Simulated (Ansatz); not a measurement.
## A barrier at the coupled-cluster level

Start structure (GeSi4H14O, singlet), relaxed at PBE0-D4/def2-TZVP:

```csv
atom,x (Å),y (Å),z (Å)
Ge1,-0.6836,0.9633,3.2659
H2,0.7618,0.8501,3.7659
H3,2.0568,0.0738,0.9243
O4,1.2307,0.4949,0.6794
Si5,0.4422,-0.1123,-0.6606
Si6,1.7482,0.0954,-2.6021
Si7,-1.5214,1.1270,-0.9538
Si8,-0.1040,-2.3828,-0.4097
H9,-1.1000,-0.3400,2.5715
H10,-0.8169,2.1419,2.2949
H11,-1.6103,1.1987,4.4710
H12,1.0396,-0.5472,-3.7425
H13,3.0622,-0.5843,-2.4199
H14,2.0047,1.5226,-2.9378
H15,-2.5302,0.8393,0.0997
H16,-1.2326,2.5859,-0.9698
H17,-2.0893,0.7344,-2.2737
H18,-0.7354,-2.8717,-1.6666
H19,1.1247,-3.1881,-0.1564
H20,-1.0472,-2.6010,0.7203
```

The step: Si₄H₁₀O ([OH][Si]([SiH3])([SiH3])[SiH3]) + GeH₄ → GeSi₄H₁₂O ([SiH3][Si]([SiH3])([SiH3])[O][GeH3]) + H₂; bonds formed: Ge1–O4, H2–H3; bonds broken: Ge1–H2, H3–O4. Program: Ansatz 0.2.0. Basis: def2-TZVPP and def2-QZVPP. Cores are frozen in the correlated methods. Filled d shells of the heavier atoms are correlated. The def2 sets are not built for correlating such inner shells, so the correlated values are less sure here. Extrapolation: Hartree–Fock as exp(−7.88 √X), correlation as X^−2.97. Energies below are by CCSD(T) at an estimated basis limit (MP2 extrapolated from triple and quadruple zeta, plus CCSD(T) − MP2 in triple zeta).

(1) What are the electronic barrier and the energy of the step, from the start structure to the end structure? (To be estimated.)

T1 diagnostic: at most 0.015.

Answers

(1) The calculation gives: Barrier 48.18 kcal/mol; step energy -2.93 kcal/mol (downhill); reverse barrier, their difference, 51.10 kcal/mol. Barrier and step energy count from the start structure, the reverse barrier from the end structure.

The saddle point: One imaginary mode of 1330i cm⁻¹.
| pair | start (Å) | saddle (Å) | end (Å) |
| --- | --- | --- | --- |
| Ge1–O4 | 3.25 | 2.03 | 1.78 |
| H2–H3 | 3.22 | 1.09 | 0.75 |
| Ge1–H2 | 1.53 | 1.87 | 4.15 |
| H3–O4 | 0.96 | 1.14 | 2.66 |

Zero-point energy (harmonic, PBE0-D4): ZPE is 75.32 kcal/mol at the start and 72.65 kcal/mol at the saddle, so the barrier goes from 48.18 to 45.50 kcal/mol.

Labels in which every atom is bracketed show which atoms are joined, not bond orders.

For scale, one of the runs: CCSD(T)/def2-TZVPP, 443 basis functions, launched by `ansatz run in.yaml --threads 4 --pin off --events-out ev --progress --plain --max-ram 41984MiB --backend cuda --devices 0, --max-vram 37GiB`. The run took 43 s on 4 CPU threads of an AMD EPYC 7R13 and a share of one NVIDIA H100 (shared host), with 1.9 GiB of host memory at its peak.
